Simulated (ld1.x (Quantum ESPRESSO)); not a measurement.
LDA (PZ) PAW dataset for Mn, scalar-relativistic all-electron reference.

| Property | Result |
| --- | --- |
| Element | Mn (Z = 25) |
| Generator | ld1.x (Quantum ESPRESSO) 7.5 |
| Type | PAW |
| Functional | LDA (PZ) |
| Relativity | scalar-relativistic |
| Frozen core | [Ne] |
| Valence charge | 15 |
| Reference configuration | 3s2 3p6 3d5 4s1.75 4p0 (charge +0.25) |
| Partial waves | 3s (bound): rcut 0.86, rcutus 1.02 bohr; 4s (bound): rcut 0.86, rcutus 1.02 bohr; 3p (bound): rcut 0.98, rcutus 1.32 bohr; 4p (bound, empty): rcut 0.98, rcutus 1.32 bohr; 3d (bound): rcut 0.86, rcutus 0.98 bohr; 3d channel at -0.3 Ry: rcut 0.86, rcutus 0.98 bohr |
| Local potential | all-electron potential smoothed inside 1.10 bohr (lloc = -2) |
| Core correction | a·sin(br)/r model core, default radius (ld1.x builds one for every PAW set, though the input has nlcc=.false.) |
| Augmentation charge | BG, radius 0.72 bohr |

**Question.** Estimate the cutoffs (Ry, on a coarse ladder) from which the occupation-weighted sum of valence levels, in a spherical-Bessel basis at the reference potential, stays within 10 and 1 mRy of its value at 400 Ry.

**Answer.** 110 Ry and 180 Ry.

**Question.** What does a ghost test show?

**Answer.** No extra level below or beside the all-electron valence levels (s, p, d, f tested).

**Question.** Is the overlap operator S = 1 + Σ q|β⟩⟨β| positive definite (Bessel basis up to 400 Ry)?

**Answer.** Yes: its lowest eigenvalue is 0.23 (p channel).

**Question.** Which valence shell sets the plane-wave cutoff?

**Answer.** 3d: its level needs 140 Ry to come within 1 mRy, against 50 Ry for 3s.

Its largest configuration-test error is -13 meV (3s2 3p5 3d5 4s2 4p0). Test run stopped at test 8 of 9 (negative rho).
